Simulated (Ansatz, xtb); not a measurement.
FH5NSi2: which of two conformers lies lower

We compare a, `F[SiH]N[SiH3]`, a doublet, with b, `F[SiH]N[SiH3]`, a doublet. Both are isolated molecules in the gas phase, relaxed with r2SCAN-D4/def2-SVP.

a (Å):

```xyz
9

F     0.2809   -0.3744   -1.5126
N    -1.4787   -0.0416    0.6000
Si   -0.5467   -1.1582   -0.3383
Si   -1.4104    0.2918    2.3195
H     0.4416   -1.7854    0.5966
H    -2.2008    0.4653    0.0869
H    -2.6994   -0.0453    2.9972
H    -1.1256    1.7358    2.5831
H    -0.3171   -0.5456    2.8862
```

b (Å):

```xyz
9

F    -1.8990    3.2587   -1.4658
N    -0.2556    2.8942    0.5483
Si   -1.0151    4.1295   -0.3955
Si   -0.6106    1.1734    0.4514
H    -0.0185    4.9431   -1.1830
H     0.3561    3.1831    1.3091
H     0.2087    0.5166    1.5117
H    -2.0529    0.8803    0.6986
H    -0.2391    0.6146   -0.8802
```

Question: Which of the two would you expect CCSD(T)/def2-SVP + ΔMP2/def2-TZVPP electronic energies to favour?

Answer: Not settled: CCSD(T)/def2-SVP + ΔMP2/def2-TZVPP gives E(b) − E(a) = +4.64 kJ/mol, but this leans on the basis-set step: CCSD(T) alone gives +3.40 kJ/mol.

The same difference at several levels:

```
                             level            geometry  E(b) − E(a) (kJ/mol)  departure from the last row (kJ/mol)  job, with rough time for the two
                r2SCAN-D4/def2-SVP  r2SCAN-D4/def2-SVP                   +2.14                                 −2.49                optimisation, 98 s
                       HF/def2-SVP  r2SCAN-D4/def2-SVP                   +3.04                                 −1.59           part of the CCSD(T) run
                      MP2/def2-SVP  r2SCAN-D4/def2-SVP                   +4.61                                 −0.02           part of the CCSD(T) run
                  CCSD(T)/def2-SVP  r2SCAN-D4/def2-SVP                   +3.40                                 −1.24                      single point
CCSD(T)/def2-SVP + ΔMP2/def2-TZVPP  r2SCAN-D4/def2-SVP                   +4.64                                                      single point, 20 s
```

The largest departure from CCSD(T)/def2-SVP + ΔMP2/def2-TZVPP is that of r2SCAN-D4/def2-SVP, 2.49 kJ/mol. Levels run at GFN2-xTB geometries aren't shown. The last row adds to CCSD(T) the change of the MP2 difference between the two basis sets, here +1.24 kJ/mol.

With harmonic frequencies from r2SCAN-D4/def2-SVP (ideal gas, rigid rotor, one conformer each, 298.15 K, 1 atm): on the last row, ΔE + ΔZPE = +3.54 kJ/mol. A mode under 50 cm⁻¹ makes harmonic enthalpies and free energies unreliable, so none is given.

Open shells are spin-unrestricted. The correlated steps freeze 12 core orbitals. Run with Ansatz 0.2.0; the last row on 2 threads of Intel(R) Xeon(R) 6975P-C (Granite Rapids) on a shared host.
